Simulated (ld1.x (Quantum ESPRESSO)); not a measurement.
## Before and after: TM potential for Ni (Z = 28)

ld1.x (Quantum ESPRESSO) 7.5 input, shortened:

```
&input
   title='Ni', zed=28., rel=1, dft='BLYP', iswitch=3,
   config='[Ar] 3d7 4s0 4p0'
 /
 &inputp
   pseudotype=2, tm=.true., lloc=2,
   nlcc=.true., new_core_ps=.true., rcore=1.10
 /
3
4S  1  0   0.00   0.00  1.80  1.80  0.0
4P  2  1   0.00   0.00  2.15  2.15  0.0
3D  3  2   7.00   0.00  1.45  1.45  0.0
 &test
   configts(1)='3d7 4s0 4p0'
 /
```

All-electron outer shells of the reference configuration (BLYP, scalar-relativistic, ld1.x):

| shell | level (eV) | outermost node (bohr) | outermost maximum (bohr) |
| --- | --- | --- | --- |
| 3p | -110.58 | 0.27 | 0.64 |
| 3d | -47.05 | – | 0.62 |
| 4s | -33.87 | 0.90 | 1.90 |
| 4p | -25.90 | 0.96 | 2.18 |

Change: wave 3d (bound): rc 1.45 bohr becomes 3d (bound): rc 1.56 bohr.

Cutoffs: the cutoffs (Ry, on a coarse ladder) from which the occupation-weighted sum of valence levels, in a spherical-Bessel basis at the reference potential, stays within 10 and 1 mRy of its value at 400 Ry; they do not see the model core or the augmentation charge, which bear on the density cutoff. Errors are all-electron minus pseudo energies relative to the spin-unpolarised reference configuration.

Question: Predict the effect on cutoff, ghosts and configuration errors.

Answer: The potential gets softer (140 Ry and 230 Ry → 110 Ry and 200 Ry); both files keep a bound ghost (p, s); the number of tests that count goes from 6 to 7; of the 6 tests that both files solve, the error grows in 3 and shrinks in 0 by more than 15 % and 0.3 meV (median size 175.4 → 201.1 meV). A larger radius leaves more room for a smooth pseudo-wave, so fewer plane waves are needed. More of the atom is replaced by a form fitted at one configuration, so other configurations suffer.

```tsv
quantity	base	changed
cutoff, loose	140 Ry	110 Ry
cutoff, tight	230 Ry	200 Ry
bound ghosts	s, p	s, p
tests counted (converged, no solver errors)	6 of 7	7 of 7
error for 3d8 4s2 4p0, meV [ΔE -64.37 eV]	-97	-134
error for 3d8 4s1 4p0, meV [ΔE -55.02 eV]	-170	-196
error for 3d8 4s0 4p0, meV [ΔE -37.47 eV]	-259	-267
error for 3d8 4s0 4p1, meV [ΔE -49.31 eV]	-181	-206
error for 3d6 4s0 4p0, meV [ΔE 57.53 eV]	-389	-359
error for 3d8 4s1.5 4p0, meV [ΔE -60.66 eV]	-131	-163
s: phases at 2.34 bohr within 0.05 rad from the reference energy up to (Ry; the scan ends near 5)	0.5	0.7
p: phases at 2.34 bohr within 0.05 rad from the reference energy up to (Ry; the scan ends near 5)	2.6	2.9
d: phases at 2.34 bohr within 0.05 rad from the reference energy up to (Ry; the scan ends near 5)	-1.2	-1.4
```

Base: Tests not counted: 3d9 4s1 4p0 (pseudo-atom not self-consistent, printed error -625 eV). A true bound ghost makes a file unfit for plane-wave use even where its test errors are small: the radial tests pick states by their node count and pass the ghost by. Where a test does run into it, the solver fails or the error is huge.
